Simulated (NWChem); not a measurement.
System: bromotrifluoromethane (CBrF$_{3}$); SMILES FC(F)(F)Br

The following NWChem deck was run.

```
start job
memory heap 200 mb stack 900 mb global 1100 mb
geometry units angstroms noautosym nocenter noautoz
  F      0.875682     0.875682    -1.268664
  C      0.000000     0.000000    -0.818225
  F      0.320522    -1.196203    -1.268664
  F     -1.196203     0.320522    -1.268664
  Br     0.000000     0.000000     1.112917
end
basis spherical
  * library def2-svp
end
dft
  xc pbe0
  iterations 150
end
cosmo
  do_cosmo_smd true
  solvent hexane
end
task dft energy
```

All runs use the structure optimised with PBE0/def2-SVP. Solvent: n-hexane.

Level: PBE0/def2-SVP with SMD (1 M gas to 1 M solution), gas-phase geometry.

**Question.** Give the results of this calculation. (PBE0/def2-SVP, SMD on the gas-phase geometry.) Quantities: solvation free energy (kcal/mol); cavity-dispersion-structure term (kcal/mol); dipole in solution (D).

**Answer.** 
```
Quantity                                     Value
-------------------------------------------  -----
solvation free energy (kcal/mol)              -1.2
cavity-dispersion-structure term (kcal/mol)   -1.0
dipole in solution (D)                        0.30
```
